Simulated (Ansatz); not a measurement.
This geometry of C$_{2}$H$_{7}$BClN (12 atoms, charge 0, multiplicity 1) is a first-order saddle point.

Theory: RKS PBE/def2-SVP in Ansatz.

```xyz
12
Properties=species:S:1:pos:R:3
C -1.327 0.901 1.038
B 0.020 0.212 0.612
Cl 1.264 -0.091 1.859
C 0.286 -0.346 -0.835
N 1.660 -0.634 -1.206
H -1.286 1.388 2.030
H -1.668 1.637 0.280
H -2.125 0.126 1.084
H -0.180 0.353 -1.569
H -0.421 -1.233 -0.845
H 1.705 -1.289 -1.994
H 2.149 -1.080 -0.419
```

(1) Which two structures does it join? (They come from a converged band through this point; their orientation in space is the band's.)

(2) How far does it lie above each of them?

Results:

(1) No bond is made or broken. The dihedral H8–C1–B2–Cl3 goes from -38 to -164°. The two ends are copies of one structure, up to a mirror image or an exchange of like atoms.

Image 0:

```xyz
12
Properties=species:S:1:pos:R:3
C -1.451 0.694 1.013
B -0.106 -0.016 0.630
Cl 0.857 -0.782 1.925
C 0.413 -0.134 -0.848
N 1.810 -0.456 -1.062
H -1.197 1.687 1.452
H -2.109 0.887 0.142
H -2.021 0.154 1.796
H 0.134 0.806 -1.382
H -0.336 -0.883 -1.256
H 1.968 -0.851 -1.995
H 2.117 -1.162 -0.381
```

Image 8:

```xyz
12
Properties=species:S:1:pos:R:3
C -1.293 0.932 1.037
B 0.035 0.221 0.598
Cl 1.364 0.079 1.783
C 0.235 -0.427 -0.819
N 1.586 -0.709 -1.261
H -1.584 0.704 2.082
H -1.113 2.031 1.005
H -2.146 0.726 0.360
H -0.304 0.208 -1.562
H -0.451 -1.326 -0.717
H 1.602 -1.425 -1.995
H 2.146 -1.069 -0.477
```

(2) 2.9 kJ/mol above the first and 2.9 kJ/mol above the second. This is the barrier of this one path; another mechanism may lie lower.

Run time: 2.3 min on 2 threads of Arm Neoverse N1 (shared host), peak memory 0.14 GiB.
